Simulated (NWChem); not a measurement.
System: C$_{4}$H$_{5}$F; SMILES C1=C[C@@H](C1)F

Here is an NWChem input.

```
start job
memory heap 200 mb stack 900 mb global 1100 mb
geometry units angstroms noautoz
  F      0.039316     1.710707     0.257727
  C      0.034589     0.514538    -0.445184
  C      1.045430    -0.527795    -0.024656
  C      0.103005    -1.441622     0.249396
  C     -1.068735    -0.510836    -0.019874
  H      0.032606     0.762996    -1.513671
  H      2.131073    -0.529520    -0.015218
  H      0.141642    -2.491716     0.526634
  H     -1.787258    -0.810729    -0.793143
  H     -1.612933    -0.179929     0.870747
end
basis spherical
  * library def2-tzvp
end
dft
  xc xctpssh
  iterations 150
  semidirect filesize 400000000
  mulliken
end
task dft energy
```

NWChem printed, in part:

```
             Northwest Computational Chemistry Package (NWChem) 7.3.0
             --------------------------------------------------------

 C1  symmetry detected

                             Geometry "geometry" -> ""
                             -------------------------

 Output coordinates in angstroms (scale by  1.889725989 to convert to a.u.)

  No.       Tag          Charge          X              Y              Z
 ---- ---------------- ---------- -------------- -------------- --------------
    1 F                    9.0000     0.04750829     1.69987622     0.26775827
    2 C                    6.0000     0.03354350     0.50754140    -0.44151541
    3 C                    6.0000     1.04521900    -0.53967368    -0.03536930
    4 C                    6.0000     0.10278266    -1.45251654     0.24190456
    5 C                    6.0000    -1.06877350    -0.51724607    -0.01219949
    6 H                    1.0000     0.02298596     0.76177699    -1.50859207
    7 H                    1.0000     2.13089466    -0.54427128    -0.03533663
    8 H                    1.0000     0.14103526    -2.50419099     0.51314014
    9 H                    1.0000    -1.79474179    -0.81108545    -0.78082457
   10 H                    1.0000    -1.60437865    -0.18974589     0.88486652

 Effective nuclear repulsion energy (a.u.)     166.3899919151

                                 NWChem DFT Module
                                 -----------------

 Summary of "ao basis" -> "ao basis" (spherical)
 ------------------------------------------------------------------------------
       Tag                 Description            Shells   Functions and Types
 ---------------- ------------------------------  ------  ---------------------
 F                         def2-tzvp                11       31   5s3p2d1f
 C                         def2-tzvp                11       31   5s3p2d1f
 H                         def2-tzvp                 4        6   3s1p

            General Information
            -------------------
          SCF calculation type: DFT
          Wavefunction type:  closed shell.
          No. of atoms     :    10
          No. of electrons :    38
           Alpha electrons :    19
            Beta electrons :    19
          Charge           :     0
          Spin multiplicity:     1
          Use of symmetry is: off; symmetry adaption is: off
          Maximum number of iterations: 150
          AO basis - number of functions:   185
                     number of shells:    75
          Convergence on energy requested:  1.00D-06
          Convergence on density requested:  1.00D-05
          Convergence on gradient requested:  5.00D-04

              XC Information
              --------------
                  TPSS hybrid Method XC Functional
                     Hartree-Fock (Exact) Exchange  0.100
                  TPSS metaGGA Exchange Functional  0.900
             TPSS03 metaGGA Correlation Functional  1.000

             Grid Information
             ----------------
          Grid used for XC integration:  medium
          Radial quadrature: Mura-Knowles
          Angular quadrature: Lebedev.
          Tag              B.-S. Rad. Rad. Pts. Rad. Cut. Ang. Pts.
          ---              ---------- --------- --------- ---------
          F                   0.50       49          11.0       434
          C                   0.70       49          10.0       434
          H                   0.35       45          11.0       434
          Grid pruning is: on
          Number of quadrature shells:   470
          Spatial weights used:  Erf1

      Superposition of Atomic Density Guess
      -------------------------------------

 Sum of atomic energies:        -252.60243718

      Non-variational initial energy
      ------------------------------

 Total energy =    -255.517745
 1-e energy   =    -673.436100
 2-e energy   =     251.528363
 HOMO         =      -0.313047
 LUMO         =      -0.004191

------------------------------------------------------------
EAF file 0: "./job.aoints.0" size=806879232 bytes
------------------------------------------------------------
               write      read    awrite     aread      wait
               -----      ----    ------     -----      ----
     calls:     1539         0         0         0         0
   data(b): 8.07e+08  0.00e+00  0.00e+00  0.00e+00
   time(s): 0.00e+00  0.00e+00  0.00e+00  0.00e+00  0.00e+00
rate(mb/s): 0.00e+00  0.00e+00
------------------------------------------------------------

     ---------------------------------------------
      Total Density - Mulliken Population Analysis
     ---------------------------------------------

    Atom       Charge   Shell Charges
 -----------   ------   -------------------------------------------------------
    1 F    9     9.40   0.77  1.20  0.61  1.01  0.31  2.33  2.32  0.84  0.00  0.01  0.00
    2 C    6     5.63   0.86  1.12  0.52  0.66  0.06  0.99  1.09  0.17  0.03  0.11  0.01
    3 C    6     6.26   0.86  1.12  0.58  0.61  0.14  1.21  1.31  0.36  0.02  0.04  0.01
    4 C    6     6.09   0.86  1.12  0.57  0.60  0.13  1.16  1.25  0.32  0.02  0.05  0.01
    5 C    6     6.33   0.86  1.12  0.55  0.69  0.06  1.22  1.37  0.38  0.02  0.06  0.01
    6 H    1     0.90   0.25  0.47  0.16  0.02
    7 H    1     0.84   0.24  0.45  0.13  0.02
    8 H    1     0.84   0.24  0.45  0.13  0.02
    9 H    1     0.86   0.24  0.45  0.14  0.02
   10 H    1     0.85   0.24  0.45  0.13  0.02

   convergence    iter        energy       DeltaE   RMS-Dens  Diis-err
 ---------------- ----- ----------------- --------- --------- ---------
 d= 0,ls=0.0,diis     1   -255.2521018706 -4.22D+02  7.55D-03  6.87D-01
 d= 0,ls=0.0,diis     2   -255.2409924829  1.11D-02  4.62D-03  9.93D-01
 d= 0,ls=0.0,diis     3   -255.3179771256 -7.70D-02  1.15D-03  7.90D-02
 d= 0,ls=0.0,diis     4   -255.3231391293 -5.16D-03  3.61D-04  4.91D-03
 d= 0,ls=0.0,diis     5   -255.3235568552 -4.18D-04  1.15D-04  6.02D-04
  Resetting Diis
 d= 0,ls=0.0,diis     6   -255.3236265912 -6.97D-05  2.44D-05  5.27D-05
 d= 0,ls=0.0,diis     7   -255.3236324948 -5.90D-06  2.13D-05  7.35D-06
 d= 0,ls=0.0,diis     8   -255.3236295418  2.95D-06  1.45D-05  3.00D-05
 d= 0,ls=0.0,diis     9   -255.3236333973 -3.86D-06  1.76D-06  1.93D-07
 d= 0,ls=0.0,diis    10   -255.3236334211 -2.38D-08  5.13D-07  1.17D-08

         Total DFT energy =     -255.323633421112
      One electron energy =     -677.534834228927
           Coulomb energy =      289.883307658133
    Exchange-Corr. energy =      -34.062098765423
 Nuclear repulsion energy =      166.389991915104

 Numeric. integr. density =       37.999983556403

                       DFT Final Molecular Orbital Analysis
                       ------------------------------------

 Vector   17  Occ=2.000000D+00  E=-3.028658D-01
              MO Center= -9.6D-02,  4.1D-01, -4.1D-02, r^2= 2.5D+00
   Bfn.  Coefficient  Atom+Function         Bfn.  Coefficient  Atom+Function
  ----- ------------  ---------------      ----- ------------  ---------------
     6      0.291021   1 F  px                9      0.234502   1 F  px
    37     -0.225702   2 C  px               40     -0.181495   2 C  px
    12      0.179834   1 F  px              129      0.177684   5 C  s
   130      0.164902   5 C  px              131      0.145486   5 C  py
   133      0.135878   5 C  px               68      0.128669   3 C  px

 Vector   18  Occ=2.000000D+00  E=-2.998309D-01
              MO Center=  4.9D-02,  2.6D-01, -1.2D-01, r^2= 2.9D+00
   Bfn.  Coefficient  Atom+Function         Bfn.  Coefficient  Atom+Function
  ----- ------------  ---------------      ----- ------------  ---------------
     8      0.230831   1 F  pz               11      0.187249   1 F  pz
     7     -0.180581   1 F  py              157      0.174421   6 H  s
    39     -0.160066   2 C  pz               69     -0.154028   3 C  py
    10     -0.148031   1 F  py              100      0.138268   4 C  py
    14      0.136875   1 F  pz              158      0.135972   6 H  s

 Vector   19  Occ=2.000000D+00  E=-2.606669D-01
              MO Center=  3.2D-01, -7.8D-01,  6.4D-02, r^2= 2.2D+00
   Bfn.  Coefficient  Atom+Function         Bfn.  Coefficient  Atom+Function
  ----- ------------  ---------------      ----- ------------  ---------------
    70      0.261919   3 C  pz              101      0.254581   4 C  pz
    73      0.236178   3 C  pz              104      0.229764   4 C  pz
   107      0.144821   4 C  pz               76      0.139995   3 C  pz
   175      0.101826   9 H  s                69      0.098401   3 C  py
   181     -0.097441  10 H  s               176      0.092845   9 H  s

 Vector   20  Occ=0.000000D+00  E=-2.369789D-02
              MO Center=  4.5D-01, -8.8D-01,  8.7D-02, r^2= 2.7D+00
   Bfn.  Coefficient  Atom+Function         Bfn.  Coefficient  Atom+Function
  ----- ------------  ---------------      ----- ------------  ---------------
   107      0.596329   4 C  pz               76     -0.482840   3 C  pz
   101      0.306508   4 C  pz               98     -0.275807   4 C  s
   104      0.276276   4 C  pz               70     -0.271170   3 C  pz
   129      0.260820   5 C  s                73     -0.241708   3 C  pz
    75     -0.214359   3 C  py              182     -0.176256  10 H  s

 Vector   21  Occ=0.000000D+00  E= 5.558378D-02
              MO Center= -1.1D+00, -3.2D-01, -1.1D+00, r^2= 6.0D+00
   Bfn.  Coefficient  Atom+Function         Bfn.  Coefficient  Atom+Function
  ----- ------------  ---------------      ----- ------------  ---------------
   129      4.728741   5 C  s                98     -2.187019   4 C  s
   176     -1.920075   9 H  s               158     -1.689048   6 H  s
   182     -1.118083  10 H  s               106     -1.019733   4 C  py
    45     -0.886645   2 C  pz              170     -0.671788   8 H  s
   105      0.540012   4 C  px               67      0.529019   3 C  s

 Vector   22  Occ=0.000000D+00  E= 6.542965D-02
              MO Center= -2.7D-01, -1.1D+00,  1.3D-01, r^2= 7.5D+00
   Bfn.  Coefficient  Atom+Function         Bfn.  Coefficient  Atom+Function
  ----- ------------  ---------------      ----- ------------  ---------------
    36      5.764153   2 C  s               129     -5.211339   5 C  s
    67     -3.172414   3 C  s               170      2.198025   8 H  s
   106      1.889149   4 C  py               44     -1.524487   2 C  py
    74      1.396175   3 C  px              158     -1.291735   6 H  s
   182      1.216531  10 H  s               136     -1.072355   5 C  px

------------------------------------------------------------
EAF file 0: "./job.aoints.0" size=999817216 bytes
------------------------------------------------------------
               write      read    awrite     aread      wait
               -----      ----    ------     -----      ----
     calls:     1907         9         0     17154     17154
   data(b): 1.00e+09  4.72e+06  0.00e+00  8.99e+09
   time(s): 0.00e+00  0.00e+00  0.00e+00  0.00e+00  0.00e+00
rate(mb/s): 0.00e+00  0.00e+00
------------------------------------------------------------

     ---------------------------------------------
      Total Density - Mulliken Population Analysis
     ---------------------------------------------

    Atom       Charge   Shell Charges
 -----------   ------   -------------------------------------------------------
    1 F    9     9.24   0.77  1.20  0.62  0.98  0.36  2.27  2.12  0.90  0.00  0.01  0.00
    2 C    6     5.83   0.86  1.12  0.52  0.65 -0.01  1.23  1.14  0.14  0.03  0.14  0.02
    3 C    6     6.17   0.86  1.12  0.53  0.62  0.15  1.29  1.23  0.30  0.02  0.05  0.01
    4 C    6     6.15   0.86  1.12  0.53  0.62  0.15  1.28  1.21  0.29  0.02  0.06  0.01
    5 C    6     6.12   0.86  1.12  0.50  0.71 -0.07  1.30  1.27  0.35  0.02  0.07  0.01
    6 H    1     0.93   0.28  0.49  0.13  0.02
    7 H    1     0.88   0.27  0.47  0.12  0.02
    8 H    1     0.88   0.27  0.47  0.12  0.02
    9 H    1     0.90   0.27  0.49  0.12  0.02
   10 H    1     0.90   0.27  0.49  0.12  0.02

     -------------------------------------------
      Total Density - Lowdin Population Analysis
     -------------------------------------------

    Atom       Charge   Shell Charges
 -----------   ------   -------------------------------------------------------
    1 F    9     8.91   0.86  1.10  0.60  0.70  0.37  2.13  2.13  0.99  0.00  0.03  0.00
    2 C    6     6.29   0.91  1.04  0.36  0.30  0.16  1.06  1.21  0.47  0.05  0.63  0.10
    3 C    6     6.13   0.91  1.03  0.35  0.33  0.17  1.10  1.28  0.54  0.03  0.33  0.05
    4 C    6     6.12   0.91  1.03  0.36  0.33  0.17  1.09  1.26  0.54  0.03  0.35  0.05
    5 C    6     6.20   0.91  1.04  0.36  0.33  0.16  1.11  1.34  0.55  0.02  0.34  0.04
    6 H    1     0.87   0.26  0.40  0.16  0.06
    7 H    1     0.88   0.26  0.39  0.17  0.06
    8 H    1     0.88   0.26  0.40  0.16  0.06
    9 H    1     0.88   0.26  0.40  0.16  0.06
   10 H    1     0.86   0.26  0.39  0.16  0.06

     Multipole analysis of the density
     ---------------------------------

     L   x y z        total         alpha         beta         nuclear
     -   - - -        -----         -----         ----         -------
     0   0 0 0     -0.000000    -19.000000    -19.000000     38.000000

     1   1 0 0     -0.047536     -0.023768     -0.023768     -0.000000
     1   0 1 0     -0.696862     -0.348431     -0.348431     -0.000000
     1   0 0 1     -0.296534     -0.148267     -0.148267     -0.000000

     2   2 0 0    -20.373790    -52.781242    -52.781242     85.188695
     2   1 1 0      0.106844     -0.179270     -0.179270      0.465384
     2   1 0 1     -0.124378     -0.018159     -0.018159     -0.088060
     2   0 2 0    -23.133759   -103.351707   -103.351707    183.569654
     2   0 1 1     -1.199059      1.460114      1.460114     -4.119288
     2   0 0 2    -21.742804    -21.776466    -21.776466     21.810128
```

Level: TPSSh/def2-TZVP. Geometry: optimised at B3LYP/6-31G* (spherical d).
